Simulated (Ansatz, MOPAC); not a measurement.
Stepwise substitution at one centre (In H-CH3). All species are isolated molecules in the gas phase. Strings in code marks are SMILES.

Quantity: vertical ionisation energy (energy after one electron is removed minus that of the parent at the parent's geometry), in eV.

Level 1: frozen-core CCSD(T)/def2-TZVPP // PBE0-D4/def2-TZVP (Ansatz, an electronic-structure program)
Level 2: minus the HOMO energy of AM1 // PBE0-D4/def2-TZVP (MOPAC)
Level 3: minus the HOMO energy of PM7 // PBE0-D4/def2-TZVP (MOPAC)
Level 4: HF/def2-TZVPP // PBE0-D4/def2-TZVP (Ansatz)

```tsv
species	level 1	level 2	level 3	level 4
`[CH3][InH2]`	9.80	10.15	10.26	8.78
```
